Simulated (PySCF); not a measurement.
Computed structure and properties of Gd(BH4)3(H2O)

System: Gd(BH4)3(H2O) (singlet in the valence; each metal's 4f electrons, 7 of them, lie in its core potential, out of spins and levels); start: displaced along the imaginary mode (C1). Method: PySCF 2.14.0, RKS PBE0, Gd lcecp-1-SVP with ECP53, B def2-SVP, H def2-SVP, O def2-SVP; non-relativistic Hamiltonian with scalar-relativistic core potentials where named; density fitting; no spin-orbit coupling.

Input of the relaxation:

```python
mol = gto.M(atom='''
Gd     0.08537    -0.08403     0.05823
B      1.25184     1.79797     1.20888
H      1.84972     2.67910     1.77622
H      1.69623     0.65496     1.49706
H      1.34052     1.87499    -0.04052
H      0.03451     1.77301     1.48919
B     -1.79959    -1.26042     1.18852
H     -2.67878    -1.86413     1.75258
H     -1.82536    -0.03184     1.41384
H     -1.82623    -1.40568    -0.05795
H     -0.65309    -1.64976     1.53761
B      1.37458    -1.39725    -1.60401
H      1.98858    -2.03747    -2.42174
H      0.85788    -2.12807    -0.69581
H      0.40091    -0.75446    -2.12723
H      2.09719    -0.53198    -1.01396
O     -1.39263     1.40987    -1.15698
H     -1.25861     2.36518    -1.22274
H     -2.33088     1.23821    -1.31525''',
    basis={'Gd': 'lcecp-1-SVP', 'B': 'def2-SVP', 'H': 'def2-SVP', 'O': 'def2-SVP'},
    ecp={'Gd': 'lcecp-1-SVP'},
    charge=0, spin=0)
mf = dft.RKS(mol, xc='PBE0')
mf.grids.atom_grid = (50, 194)  # f atoms: unpruned, at least (60, 302)
mf = mf.density_fit()  # fitting sets: Gd AutoAux, B def2-universal-JKFIT, H def2-universal-JKFIT, O def2-universal-JKFIT
mf.conv_tol = 1e-08; mf.max_cycle = 55
mf.kernel(dm0)  # dm0: converged density of the start geometry
# quasi-Newton relaxation in Cartesian coordinates to a largest gradient under 0.00045 Eh/bohr, steps kept in the point group
```

Run from Python with OMP_NUM_THREADS=4; the lines above give its settings. Where DIIS fails, smearing, a level shift and second-order steps follow.
It took 33 s on 4 threads of AMD EPYC 9R45 96-Core Processor (Zen 5), with other jobs on the host, from the converged density of the start.

Course of the relaxation:

```
step  energy above end (eV)  largest force component within the symmetry (eV/Å)
   0                 0.0148                                               0.285
   1                 0.0027                                               0.127
   2                 0.0003                                               0.031
   3                 0.0003                                               0.026
   4                 0.0001                                               0.017
   5                 0.0000                                               0.017
```

Relaxed geometry (C1):

```xyz
19

Gd    0.0850   -0.0833    0.0593
B     1.2505    1.7972    1.2114
H     1.8484    2.6793    1.7773
H     1.7000    0.6566    1.4945
H     1.3333    1.8766   -0.0379
H     0.0351    1.7679    1.4968
B    -1.7983   -1.2608    1.1890
H    -2.6786   -1.8656    1.7503
H    -1.8239   -0.0332    1.4166
H    -1.8237   -1.4035   -0.0573
H    -0.6539   -1.6509    1.5384
B     1.3712   -1.3974   -1.6055
H     1.9860   -2.0395   -2.4209
H     0.8698   -2.1058   -0.7012
H     0.4046   -0.7685   -2.1066
H     2.0723   -0.5371   -1.0286
O    -1.3877    1.4110   -1.1583
H    -1.2545    2.3652   -1.2256
H    -2.3234    1.2400   -1.3255
```

```json
{"contact": "Gd1–H4 (BH4)", "Å": "2.284"}
{"contact": "Gd1–H11 (BH4)", "Å": "2.278"}
{"contact": "Gd1–H15 (BH4)", "Å": "2.294"}
{"contact": "Gd1–O17 (H2O)", "Å": "2.426"}
```

On the finer grid (75, 302):

```yaml
HOMO: -9.01 eV
LUMO: -1.41 eV
Dipole_about_the_centre_of_mass: 5.85 D
Set_of_Mulliken_populations_of_Gd1_outside_the_core_potential: s 2.39, p 6.48, d 1.45, f 0.06
D3_BJ_dispersion_energy_not_in_the_energies: -0.387 eV
```

| atom | Mulliken (e) | Löwdin (e) | spin (e) |
| --- | --- | --- | --- |
| Gd1 | 0.61 | 0.44 | 0.00 |
| B2 | -0.24 | -0.36 | 0.00 |
| H3 | 0.01 | 0.00 | 0.00 |
| H4 | -0.04 | 0.04 | 0.00 |
| H5 | -0.02 | 0.03 | 0.00 |
| H6 | -0.01 | 0.03 | 0.00 |
| B7 | -0.23 | -0.36 | 0.00 |
| H8 | 0.01 | 0.00 | 0.00 |
| H9 | -0.01 | 0.03 | 0.00 |
| H10 | -0.01 | 0.03 | 0.00 |
| H11 | -0.04 | 0.04 | 0.00 |
| B12 | -0.21 | -0.35 | 0.00 |
| H13 | 0.01 | 0.00 | 0.00 |
| H14 | -0.01 | 0.04 | 0.00 |
| H15 | -0.05 | 0.03 | 0.00 |
| H16 | -0.01 | 0.04 | 0.00 |
| O17 | -0.27 | 0.01 | 0.00 |
| H18 | 0.25 | 0.14 | 0.00 |
| H19 | 0.25 | 0.14 | 0.00 |

The 4f levels lie in the core potential and are missing. Their spin isn't counted.

No frequency check is given here.

Taking off one BH4 (charge -1, singlet; the rest: singlet) in vacuum, both parts rigid, costs 7.72 eV; the small basis without counterpoise inflates it. Most of it is the attraction of opposite charges; other ways to part are cheaper, and one spin state was tried for the rest.

Rigid scan of BH4 along the line from its metal, all other atoms held (where the atom bridges, its other bond changes as well):

(distance to B2 (Å), energy (eV)): (2.19, 0.743), (2.29, 0.291), (2.39, 0.064), (2.49, 0.000), (2.59, 0.049), (2.69, 0.175), (2.89, 0.557), (3.19, 1.238), (3.59, 2.097)

Taking off one H2O (charge 0, singlet; the rest: singlet) in vacuum, both parts rigid, costs 1.42 eV; the small basis without counterpoise inflates it.

Rigid scan of H2O along the line from its metal, all other atoms held (where the atom bridges, its other bond changes as well):

```csv
distance to O17 (Å),energy (eV)
2.13,0.396
2.23,0.149
2.33,0.032
2.43,0.000
2.53,0.023
2.63,0.078
2.83,0.235
3.13,0.483
3.53,0.751
```

One start shape was tried, so this needn't be the lowest isomer.

An lcecp potential fixes the number of 4f electrons, so in runs with it no electron can move into or out of that shell.
